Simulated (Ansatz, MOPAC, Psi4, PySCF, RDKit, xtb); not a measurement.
Dimer: NH3 (SMILES N) (first 4 atoms) with C2H6O (SMILES CCO); geometry from B3LYP-D3(BJ)/def2-TZVP, rigid monomers moved along the line of their centres of mass till N1···H13 is 2.69 Å.
(charge 0, multiplicity 1):
```csv
atom,x (Å),y (Å),z (Å)
N,0.0276,-0.0664,0.4609
H,-0.9204,-0.3453,0.2349
H,0.2749,0.7025,-0.1520
H,0.6387,-0.8444,0.2399
C,-0.1389,-1.2377,5.0033
C,-0.5211,0.2264,4.8268
O,0.3630,0.9265,3.9734
H,-0.8110,-1.7358,5.7075
H,0.8820,-1.3202,5.3802
H,-0.1927,-1.7708,4.0508
H,-1.5567,0.2973,4.4636
H,-0.4875,0.7373,5.7919
H,0.2566,0.5765,3.0675
```

```json
[
 {"level": "MMFF94", "interaction energy (meV)": "-131.6", "cost": "-"},
 {"level": "UFF", "interaction energy (meV)": "-13.8", "cost": "-"},
 {"level": "GFN-FF", "interaction energy (meV)": "-196.1", "cost": "-"},
 {"level": "AM1", "interaction energy (meV)": "-61.7", "cost": "-"},
 {"level": "PM6", "interaction energy (meV)": "-107.4", "cost": "-"},
 {"level": "PM7", "interaction energy (meV)": "-191.8", "cost": "-"},
 {"level": "GFN1-xTB", "interaction energy (meV)": "-110.8", "cost": "-"},
 {"level": "GFN2-xTB", "interaction energy (meV)": "-118.6", "cost": "-"},
 {"level": "HF/STO-3G (no counterpoise)", "interaction energy (meV)": "-110.6", "cost": "-"},
 {"level": "HF/3-21G (no counterpoise)", "interaction energy (meV)": "-275.9", "cost": "-"},
 {"level": "HF/6-31G*", "interaction energy (meV)": "-176.8", "cost": "-"},
 {"level": "HF/6-31G* (no counterpoise)", "interaction energy (meV)": "-201.6", "cost": "-"},
 {"level": "HF/aug-cc-pVDZ", "interaction energy (meV)": "-140.5", "cost": "-"},
 {"level": "PBE/def2-TZVPPD", "interaction energy (meV)": "-168.8", "cost": "×1"},
 {"level": "PBE-D3(BJ)/def2-TZVPPD", "interaction energy (meV)": "-188.9", "cost": "×1"},
 {"level": "PBE-D4/def2-TZVPPD", "interaction energy (meV)": "-189.0", "cost": "×1"},
 {"level": "BP86/6-31G* (no counterpoise)", "interaction energy (meV)": "-219.1", "cost": "-"},
 {"level": "r2SCAN/def2-TZVPPD", "interaction energy (meV)": "-165.8", "cost": "×2"},
 {"level": "r2SCAN-D3(BJ)/def2-TZVPPD", "interaction energy (meV)": "-176.9", "cost": "×2"},
 {"level": "r2SCAN-D4/def2-TZVPPD", "interaction energy (meV)": "-176.3", "cost": "×2"},
 {"level": "B3LYP/3-21G (no counterpoise)", "interaction energy (meV)": "-328.6", "cost": "-"},
 {"level": "B3LYP/6-31G*", "interaction energy (meV)": "-190.3", "cost": "-"},
 {"level": "B3LYP/6-31G* (no counterpoise)", "interaction energy (meV)": "-230.9", "cost": "-"},
 {"level": "B3LYP/6-311+G** (no counterpoise)", "interaction energy (meV)": "-180.2", "cost": "-"},
 {"level": "B3LYP/def2-TZVPPD", "interaction energy (meV)": "-147.8", "cost": "×1"},
 {"level": "B3LYP-D3(BJ)/def2-TZVPPD", "interaction energy (meV)": "-175.7", "cost": "×1"},
 {"level": "B3LYP-D4/def2-TZVPPD", "interaction energy (meV)": "-175.4", "cost": "×1"},
 {"level": "PBE0/def2-TZVPPD", "interaction energy (meV)": "-163.3", "cost": "×1"},
 {"level": "PBE0-D3(BJ)/def2-TZVPPD", "interaction energy (meV)": "-182.8", "cost": "×1"},
 {"level": "PBE0-D4/def2-TZVPPD", "interaction energy (meV)": "-182.9", "cost": "×1"},
 {"level": "M06-2X/6-31G* (no counterpoise)", "interaction energy (meV)": "-233.2", "cost": "-"},
 {"level": "wB97X-V/def2-TZVPPD", "interaction energy (meV)": "-176.7", "cost": "×3"},
 {"level": "wB97M-V/def2-TZVPPD", "interaction energy (meV)": "-174.6", "cost": "×3"},
 {"level": "MP2/6-31G*", "interaction energy (meV)": "-198.1", "cost": "-"},
 {"level": "MP2/6-31G* (no counterpoise)", "interaction energy (meV)": "-245.2", "cost": "-"},
 {"level": "MP2/aug-cc-pVDZ", "interaction energy (meV)": "-168.3", "cost": "-"},
 {"level": "SCS-MP2/aug-cc-pVDZ", "interaction energy (meV)": "-158.6", "cost": "-"},
 {"level": "CCSD/aug-cc-pVDZ", "interaction energy (meV)": "-162.9", "cost": "-"},
 {"level": "CCSD(T)/aug-cc-pVDZ", "interaction energy (meV)": "-168.6", "cost": "×10"},
 {"level": "SAPT0/jun-cc-pV(D+d)Z", "interaction energy (meV)": "-178.8", "cost": "-"}
]
```

The rows run from -328.6 (B3LYP/3-21G (no counterpoise)) to -13.8 meV (UFF). In aug-cc-pVDZ the value moves HF -140.5, MP2 -168.3, CCSD -162.9, CCSD(T) -168.6, a shift of -28.1 from HF to CCSD(T). The dispersion term adds -20.1 in PBE-D3(BJ), -20.3 in PBE-D4, -11.1 in r2SCAN-D3(BJ). The 6 functionals in def2-TZVPPD without D3 or D4 span 28.9, from wB97X-V to B3LYP.

Monomers are frozen at their geometry in the pair; levels with a basis set take the counterpoise correction. Rows marked so take none. RDKit's UFF carries no charges.

Correlated levels freeze the cores. Rows in 3-21G, 6-311+G**, 6-31G*, STO-3G carry no dispersion term and start afresh at each structure (6-31G* with six Cartesian d functions). MP2/6-31G* freezes PySCF's default core. The state reached by AM1, PM6, PM7 isn't checked; PM7 holds dispersion and hydrogen-bond terms.

The values were computed with Ansatz (a first-principles code) with Gaussian orbitals; MOPAC for AM1, PM6, PM7 (differences of heats of formation); Psi4 for SAPT; PySCF for 3-21G rows, 6-311+G** rows, 6-31G* rows, STO-3G rows, the dispersion terms; RDKit for the force fields; xtb for the GFN methods. Each number belongs to the level named beside it.

Costs are rough ratios of core time to PBE/def2-TZVPPD (about 13 s over the structures, on one shared machine); a dash marks a level with no comparable run of its own.
